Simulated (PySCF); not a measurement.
S3, SMILES [S]S[S-], charge -1, multiplicity 2.

Coordinates come from a B3LYP-D3(BJ)/def2-SVPD optimisation.

Calculation: ωB97X/def2-TZVPD run with PySCF.

Task: Estimate the frontier levels, dipole moment and polarisability. (An estimate is asked for; the answer gives what the named calculation found.)

Result: 
```json
{
 "α spin, highest occupied and lowest empty level": "-3.23 and 4.67 eV",
 "β spin, highest occupied and lowest empty level": "-3.64 and 3.27 eV",
 "dipole_moment_about_the_centre_of_nuclear_charge": "1.17 D",
 "mean_static_polarisability": "101.4 bohr³ (15.03 Å³)",
 "polarisability_principal_values": "63.6, 74.8, 165.9 bohr³",
 "⟨S²⟩": "0.759 (pure state 0.75)"
}
```
